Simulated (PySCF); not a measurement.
## Dipole moment and polarisability of `B1C=CB(C2CC2)C=C1`

Species: C₇H₁₀B₂.
Geometry (PBE0-D3(BJ)/def2-SVP, Å), atoms numbered from 1 in this order:
```xyz
19
C7H10B2 angstrom
B      2.9175    0.0054   -0.1014
C      2.2769    1.3611   -0.5473
C      0.9312    1.5013   -0.5649
B     -0.0151    0.3210   -0.1270
C     -1.5463    0.4929   -0.1575
C     -2.3861   -0.1760    0.9357
C     -2.4453   -0.7114   -0.4351
C      0.6480   -1.0283    0.3487
C      1.9935   -1.1689    0.3648
H      4.1206   -0.1396   -0.1255
H      2.9103    2.2026   -0.8585
H      0.4935    2.4561   -0.8911
H     -1.9500    1.4476   -0.5113
H     -3.2336    0.4022    1.3129
H     -1.8554   -0.7459    1.7032
H     -1.9623   -1.6681   -0.6523
H     -3.3380   -0.5144   -1.0344
H      0.0263   -1.8762    0.6717
H      2.4296   -2.1200    0.6982
```

Level: PBE0/def2-SVPD (PySCF), static field, nuclei fixed, core orbitals frozen in the response. The polarisability tensor in these axes (au):

```
x   153.84   2.94  -3.70
y     2.94  96.89  -8.41
z    -3.70  -8.41  76.74
```

Give the principal values, the mean and the anisotropy Δα = √{½[(α1 − α2)² + (α2 − α3)² + (α1 − α3)²]}.

Principal values 73.61, 99.64 and 154.21 au; mean 109.16 au = 16.18 Å³ = 18.00 × 10⁻⁴⁰ C²·m²/J; Δα = 71.24 au (65 % of the mean).

What is the dipole moment, and where does it point?

(-1.73, -0.01, 0.09) D, 1.74 D in size, pointing from the negative to the positive side. Measured along this direction, the outermost atoms are H10 at the negative end and H14 and H17 at the positive end.

Directions of the eigenvectors, and the extent of the frame along each?

Largest value along (1.00, 0.06, -0.05), where the nuclei span 7.41 Å; middle along (-0.07, 0.94, -0.33), 4.97 Å; least along (0.03, 0.34, 0.94), 2.55 Å. The response follows the extents in order.

Estimate the molar refractivity from the static electronic polarisability.

Lorentz–Lorenz: R = (4π/3)N_A α = 2.5225 cm³/(mol·Å³) × 16.18 Å³ = 40.8 cm³/mol, in the limit of long wavelengths.

How large is μ²/3kT at 400 K beside α?

In Gaussian units μ²/3kT = 18.20 Å³ against 16.18 Å³, a ratio of 1.12; the Debye molar polarisation (4π/3)N_A(α + μ²/3kT) is 86.7 cm³/mol, leaving out the vibrational part.

Geometry: PBE0-D3(BJ)/def2-SVP, one conformer, isolated molecule.
